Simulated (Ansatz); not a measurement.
The cluster Pb2O3. The state is a singlet with charge 0. Geometry PBE-D4/def2-SVP.

```tsv
atom	x (Å)	y (Å)	z (Å)
Pb1	0.844	1.388	0.770
Pb2	-0.384	-1.648	0.608
O3	-0.492	0.101	1.851
O4	0.124	0.070	-2.261
O5	-0.092	0.089	-0.969
```

In the def2 sets Pb takes a core potential; there is no spin–orbit coupling. The structure holds 1 bond(s) between oxygen atoms. The restricted singlet is unstable towards broken spin symmetry in Hartree–Fock (as tested in another run); at PBE-D4/def2-TZVP, BLYP-D4/def2-TZVP, r2SCAN-D4/def2-TZVP, PBE0-D4/def2-TZVP and others this wasn't settled. Another isomer (singlet) lies 1.96 eV lower at PBE0-D4/def2-TZVP; other spin states weren't run for this one.

Task: Estimate the orbital energies around the gap (eV) in Ansatz with PBE-D4/def2-TZVP, BLYP-D4/def2-TZVP, r2SCAN-D4/def2-TZVP, PBE0-D4/def2-TZVP, BHLYP-D4/def2-TZVP.

Result: 
```
orbital  PBE-D4/def2-TZVP  BLYP-D4/def2-TZVP  r2SCAN-D4/def2-TZVP  PBE0-D4/def2-TZVP  BHLYP-D4/def2-TZVP
 HOMO−5             -9.61              -9.47                -9.91             -10.99              -12.13
 HOMO−4             -6.85              -6.72                -7.11              -8.12               -9.43
 HOMO−3             -6.82              -6.68                -7.10              -8.03               -9.32
 HOMO−2             -6.56              -6.43                -6.84              -7.98               -9.13
 HOMO−1             -4.18              -4.10                -4.29              -5.20               -6.22
   HOMO             -4.17              -4.09                -4.26              -4.87               -5.57
   LUMO             -3.16              -3.11                -3.14              -2.59               -2.02
 LUMO+1             -2.94              -2.91                -2.86              -2.37               -1.81
 LUMO+2             -2.31              -2.26                -2.10              -1.63               -0.98
 LUMO+3             -1.40              -1.38                -1.13              -0.74               -0.15
 LUMO+4             -1.40              -1.34                -1.09              -0.70               -0.04
 LUMO+5             -0.29              -0.28                 0.30               0.34                0.83
```
